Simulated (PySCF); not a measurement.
SMILES [CH3][In]([CH2]C)[CH3], GFN2-xTB optimised geometry.

```
16

In    -0.17    -0.80     0.00
C      2.09    -0.80     0.00
H      2.46    -0.24    -0.86
H      2.47    -1.81    -0.04
H      2.46    -0.31     0.90
C     -1.42    -2.67     0.00
H     -2.47    -2.39     0.09
H     -1.15    -3.31     0.84
H     -1.28    -3.22    -0.93
C     -1.27     1.18     0.00
C     -0.31     2.37    -0.07
H     -1.87     1.23     0.91
H     -1.95     1.19    -0.85
H      0.28     2.33    -0.99
H      0.37     2.36     0.78
H     -0.86     3.31    -0.06
```

Density from B3LYP/def2-TZVP, def2 effective core potentials past Kr run with PySCF at that geometry. The core electrons that the potentials of In replace are not part of the density.

Minimum of the electron density along straight lines between bonded atoms, close to the bond critical point (lines longer than 1.1 times the sum of covalent radii, or with two minima, are not listed):

```csv
bond,length / Å,ρ at the minimum / e bohr⁻³,∇²ρ there / e bohr⁻⁵,position (fraction from the first atom)
In1–C2,2.252,0.083,0.12,0.51
C2–H3,1.090,0.274,-0.91,0.64
C2–H4,1.089,0.276,-0.92,0.64
C2–H5,1.090,0.274,-0.91,0.64
In1–C6,2.254,0.083,0.12,0.51
C6–H7,1.090,0.275,-0.92,0.64
C6–H8,1.089,0.274,-0.91,0.64
C6–H9,1.090,0.274,-0.91,0.64
In1–C10,2.266,0.083,0.11,0.51
C10–C11,1.522,0.246,-0.60,0.50
C10–H12,1.094,0.274,-0.91,0.64
C10–H13,1.094,0.274,-0.92,0.64
C11–H14,1.091,0.279,-0.95,0.63
C11–H15,1.091,0.279,-0.95,0.64
C11–H16,1.093,0.278,-0.95,0.64
```
